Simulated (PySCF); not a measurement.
(E)-1,1-difluorobut-2-ene (C4H6F2), SMILES FC(F)/C=C/C. Geometry: PBE-D3(BJ)/def2-SVP. One conformer was computed; it need not be the lowest.

Method: PBE-D3(BJ)/def2-SVP run with PySCF.

Harmonic wavenumbers (cm⁻¹): 87, 171, 194, 205, 362, 426, 529, 665, 792, 888, 962, 972, 1016, 1054, 1112, 1142, 1243, 1270, 1330, 1340, 1353, 1398, 1407, 1713, 2941, 2960, 3029, 3068, 3092, 3097. Rotational constants (GHz): 7.931, 1.861, 1.607; symmetry number 1.

Problem. Work out the zero-point energy and the ideal-gas rigid-rotor harmonic-oscillator thermochemistry at 298.15 K and 1 atm.

Solution. ZPE = ½ Σ hcν = ½ × 39818 cm⁻¹ = 238.16 kJ/mol. H − E(el) = 258.21 kJ/mol. Entropy in J/(mol K): translation 165.15, rotation 113.00, vibration 60.17, total 338.32. G − E(el) = 157.34 kJ/mol. Cp = 103.33 J/(mol K). Modes under 150 cm⁻¹ make the vibrational entropy uncertain.
